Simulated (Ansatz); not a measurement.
Computed with Ansatz on PBE0-D4/def2-TZVP structures; ΔE is electronic, products minus reactants. CBS: MP2 limit from def2 TZ/QZ plus the TZ coupled-cluster correction, frozen cores. For Ge outer-core shells are correlated without core-valence functions, which leaves a few kJ/mol of doubt a bond. Scalar relativity is left out up to krypton. Each species was taken in one conformer, which may not be the lowest.

Reaction (redistribution): `NB1O[SiH2]1` + `[CH3][GeH]([F])[GeH3]` → `NB1O[SiH]1F` + `[CH3][GeH2][GeH3]`

```
                species  CCSD(T)/CBS(def2) energy (Eh)
          `NB1O[SiH2]1`                     -446.22148
`[CH3][GeH]([F])[GeH3]`                    -4294.32605
          `NB1O[SiH]1F`                     -545.48789
    `[CH3][GeH2][GeH3]`                    -4195.09161
```

**Question.** Work out ΔE.

**Answer.** ΔE = (-545.48789) + (-4195.09161) − (-446.22148) − (-4294.32605) = -0.03197 Eh = -83.9 kJ/mol.

Largest T1 diagnostic among the species: 0.014.

In def2-TZVPP, CCSD(T) changes the Hartree–Fock value by −3.1 kJ/mol (the triples alone add +0.8 kJ/mol) and MP2 by −5.6 kJ/mol. From PBE to PBE0 (25 % exact exchange), in def2-TZVPP and without D4, ΔE moves by −4.4 kJ/mol.
